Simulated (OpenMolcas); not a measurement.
## Computed transition rates of neutral zirconium

| Quantity | Value |
| --- | --- |
| Program | OpenMolcas |
| Method | MS-CASPT2, IPEA 0.25 Eh, imaginary shift 0.1 Eh (closed shells correlated: 4s 4p) |
| Basis | ANO-RCC-VQZP [8s7p5d3f2g1h] |
| Scalar Hamiltonian | DKH2, point nucleus |
| Active space | 4 electrons in 6 orbitals (4d 5s) |
| State averaging | 2S+1 = 3 even, 71 roots; 2S+1 = 5 even, 15 roots kept (CI in the orbitals of an earlier block); 2S+1 = 1 even, 55 roots kept (CI in the orbitals of an earlier block) |
| Spin-orbit coupling | RASSI with atomic mean-field integrals over the reference wave functions, term energies averaged over their components |

Rates come from the transition moments of the reference wave functions (E1 and E2 in the length form). At fixed line strength A goes as λ^-3 for E1 and M1 and as λ^-5 for E2, so a rate at the computed wavelength can be rescaled to the measured one. Measured vacuum wavelengths follow from level energies in NIST Handbook of Basic Atomic Spectroscopic Data. Branching counts decays inside the model space alone, at computed energies, and the table is only a selection of the E2 and M1 lines, drawn from those between levels with measured partners whose computed energy lies within a factor of 1.5 of the measured one.

```
      Upper        Lower  Type  λ computed (nm)  λ measured (nm)  A computed (s-1)  A rescaled (s-1)  Branching %
 4d³ 5s ³G₅  4d² 5s² ³F₄    E2             1009            867.2          1.60e-01          3.41e-01         61.1
 4d³ 5s ³G₃  4d² 5s² ³F₂    E2            941.2            799.8          1.46e-01          3.30e-01         51.3
 4d³ 5s ³G₃  4d² 5s² ³F₃    E2            990.1              838          9.49e-02          2.18e-01         33.4
 4d³ 5s ³G₄  4d² 5s² ³F₃    E2            974.6            820.3          9.46e-02          2.24e-01         34.2
 4d³ 5s ³G₄  4d² 5s² ³F₄    E2             1026            868.1          9.39e-02          2.17e-01         33.9
 4d³ 5s ⁵P₃   4d³ 5s ⁵F₅    E2             1682             1862          1.46e-02          8.78e-03         31.6
 4d³ 5s ⁵P₂   4d³ 5s ⁵F₃    E2             1572             1734          1.09e-02          6.67e-03         23.8
 4d³ 5s ⁵P₂   4d³ 5s ⁵F₄    E2             1648             1826          1.02e-02          6.11e-03         22.3
4d² 5s² ³F₃  4d² 5s² ³F₂    M1            19030            17530          3.44e-03          4.40e-03        100.0
4d² 5s² ³F₄  4d² 5s² ³F₃    M1            19450            14920          2.75e-03          6.09e-03        100.0
 4d³ 5s ⁵F₄   4d³ 5s ⁵F₃    M1            34240            34310          1.40e-03          1.39e-03         96.1
 4d³ 5s ⁵F₅   4d³ 5s ⁵F₄    M1            28810            28700          1.36e-03          1.38e-03         87.3
 4d³ 5s ⁵F₃   4d³ 5s ⁵F₂    M1            44210            44310          8.03e-04          7.98e-04         87.2
 4d³ 5s ⁵F₂   4d³ 5s ⁵F₁    M1            64700            65410          2.39e-04          2.31e-04         61.1
 4d³ 5s ⁵F₁  4d² 5s² ³F₂    M1             2981             2053          1.58e-04                           83.1
 4d³ 5s ⁵F₂  4d² 5s² ³F₃    M1             3351             2246          9.48e-05                           24.2
```

Spin-changing lines and M1 lines between different terms are not rescaled, since their strength hangs on the term gaps too.

The largest correction is for 4d³ 5s ³G₄ → 4d² 5s² ³F₃ (E2): 9.46e-02 × (974.6 / 820.3)^5 = 2.24e-01 s-1, a factor of 2.37.

The computed rate and branching of 4d² 5s² ³F₃ → 4d² 5s² ³F₂ give the upper level a radiative lifetime of 1.000 / 3.44e-03 s-1 = 2.91e+02 s, counting decays inside the model space alone. The rescaled rate gives about 2.3e+02 s.

No measured rate stands beside these. Rescaling mends the energy factor alone: line strengths can still be far off where a level mixes with configurations outside the active space, and weak or spin-changing lines hang on small mixing coefficients that depend on the term gaps too, so rescaling need not improve them.

CASPT2 does not keep the components of a term degenerate, so their means are used; among the terms shown or strongly mixed into the levels shown the widest spread is 1000 cm-1 (4d³ 5s ⁵F). Over all roots computed the reference weight is 0.84 to 0.91; the roots of lowest weight are the least certain, and an intruder state may touch them. Blocks of more than 70 roots (2S+1 = 3 even) ran without multistate coupling. Terms from blocks run as CI alone lack orbitals of their own. Configurations are named by rounded mean occupations; where the s occupation lies near a half they are strongly mixed, a name can repeat and a true partner stay unpaired. A single d shell beside an s shell can misplace configurations of different d count against each other. Measured partners are found by configuration, term and J. A level has none where our copy of the source lacks it or the pairing is in doubt (some pairs that miss far off the trend of their configuration count as doubtful). Levels of configurations outside the active space are missing.
